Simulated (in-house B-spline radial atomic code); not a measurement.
RPA and G0W0 on wB97X: Cl⁶⁺

Configuration [Ne] 3s1, highest spin, mean-field start wB97X. Computed with an all-electron radial atomic-structure program (B-spline basis): all electrons, scalar-relativistic (spin-free one-electron X2C), finite nucleus, each spin shell either full or empty, empty states to l = 9 with an (l + 1/2)⁻⁴ tail; G0W0 by contour deformation at full frequency.

Command:
```bash
python run_gw.py task.json out
```
Settings (radii: box in bohr, nucleus in fm):
```
Z                        17
electrons                11
configuration            [Ne] 3s1
hamiltonian              x2c
method                   wb97x
lmax                     9
rms_radius               3.3654
spin_polarised           True
box_radius               9.29
intervals                68
ion_configuration        [He] 2s2 2p6
```

Cost of the run: 1.8 s on 1 thread of Intel(R) Xeon(R) 6975P-C (shared host).

Energies (hartree):

| term | value |
| --- | --- |
| mean-field total | -450.81457 |
| Hartree-Fock functional on these orbitals | -450.33037 |
| direct second order | -0.70741 |
| second-order exchange | 0.26326 |
| SOSEX correction | 0.24742 |

Question: What is the RPA correlation energy, and what remains with SOSEX?

Answer: RPA gives -0.65289 hartree (-1.62 eV per electron); RPA + SOSEX gives -0.40547, and the second-order doubles -0.44415 hartree (no singles). RPA lacks exchange-type terms and so overcorrelates at short range.

Quasi-particle levels (eV):

| level | occupied | mean field | Σx - vxc | Σc | QP weight | G0W0 |
| --- | --- | --- | --- | --- | --- | --- |
| 3s up | yes | -111.48 | -2.29 | ? | ? | ? |
| 2p down | yes | -307.21 | -18.83 | 2.75 | 0.969 | -323.29 |
| 2p up | yes | -307.54 | -19.17 | 2.94 | 0.951 | -323.78 |
| 2s down | yes | -369.38 | -26.35 | 5.10 | 0.880 | -390.64 |
| 3s down | no | -90.81 | -2.99 | -2.07 | 0.976 | -95.87 |

G0W0 = mean field + (Σx - vxc) + Σc, with Σc (partial-wave tail included) taken at the quasi-particle energy. Only the outer levels were computed.

Question: Where does G0W0 put 3s up?

Answer: At -115.26 eV, with Σc = -1.49 eV and a quasi-particle weight of 0.981. The tabulated removal energy is 114.201 eV (NIST, measured); the calculation leaves out spin-orbit coupling, Breit and QED terms, and what these don't explain is the method's own error.

Question: What does it cost to remove one electron (to [He] 2s2 2p6) by differences of total energies, each species on its own start (correlation terms add to the Hartree-Fock functional)?

Answer: wB97X 113.17 eV, Hartree-Fock functional 113.69 eV, + RPA 114.89 eV, + RPA + SOSEX 114.16 eV, + second order 114.26 eV. Tabulated: 114.201 eV (NIST, measured); the calculation leaves out spin-orbit coupling, Breit and QED terms, and what these don't explain is the method's own error.
